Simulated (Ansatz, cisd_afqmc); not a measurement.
System: SiH, charge 1, singlet. A triplet may lie lower; no result for it is given here. SiH+ (parent SMILES [SiH], singlet).
B3LYP-D3(BJ)/def2-TZVP minimum from Ansatz (a program for electronic structure):
```xyz
2

Si     0.0000     0.0000    -0.1010
H      0.0000     0.0000     1.4139
```
Charge +1, spin multiplicity 1.

Total energies in cc-pV(D+d)Z, 4 correlated electrons, 5 frozen orbitals. Open shells are spin-unrestricted; no spin-orbit coupling. Correlated methods leave the cores frozen. No relativity. AFQMC/CISD: phaseless, guided by CISD from CCSD amplitudes; bars are statistical, one sigma. Outlying blocks are dropped, and bars are widened where a walk drifts. Over all cases where full CI ran beside it in this data, AFQMC minus full CI had a median of +0.1 mEh and passed +0.4 mEh in a tenth of the cases. The restricted determinant of HSi+ (parent SMILES [SiH], singlet) is unstable towards broken spin symmetry in at least one set run.

```json
[
 {"method": "HF", "program": "Ansatz", "energy (Eh)": "-289.15662", "error against FCI (mEh)": "84.10"},
 {"method": "MP2", "program": "Ansatz", "energy (Eh)": "-289.21490", "error against FCI (mEh)": "25.83"},
 {"method": "CCSD", "program": "Ansatz", "energy (Eh)": "-289.23916", "error against FCI (mEh)": "1.56"},
 {"method": "CCSD(T)", "program": "Ansatz", "energy (Eh)": "-289.24030", "error against FCI (mEh)": "0.43"},
 {"method": "CCSDT(Q)", "program": "Ansatz", "energy (Eh)": "-289.24072", "error against FCI (mEh)": "0.01"},
 {"method": "CCSDTQ", "program": "Ansatz", "energy (Eh)": "-289.24073", "error against FCI (mEh)": "0.00"},
 {"method": "AFQMC/CISD", "program": "cisd_afqmc", "energy (Eh)": "-289.2405 ± 0.0001", "error against FCI (mEh)": "0.2 ± 0.1"},
 {"method": "FCI", "program": "Ansatz", "energy (Eh)": "-289.24073", "error against FCI (mEh)": "0.00"}
]
```
